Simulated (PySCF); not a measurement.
UHF on B³⁺ (boron, charge +3)

Configuration: 1s2, closed-shell 1S. Computed with PySCF 2.14 in jorge-DZP-DKH (4s2p1d, 15 functions), with the spin-free X2C one-electron Hamiltonian (Gaussian nucleus).

```json
{"Total energy": "-21.991309 hartree", "One-electron energy": "-24.8941 hartree", "Hartree (Coulomb) energy": "5.8056 hartree", "Exchange energy": "-2.9028 hartree", "⟨S²⟩": "0.0000", "⟨L²⟩": "0.000", "Sum of ⟨r⟩": "0.6490 bohr", "Sum of ⟨r²⟩": "0.2840 bohr²", "Langevin diamagnetic susceptibility": "-0.225 ×10⁻⁶ cm³/mol", "Time after the integrals": "0.02 s of wall time on 1 thread of Neoverse-V2 (shared host)"}
```

```json
{"shell": "1s", "electrons": "2", "mean orbital energy (hartree)": "-9.54425", "rms radius, mean of both spins (bohr)": "0.377"}
```
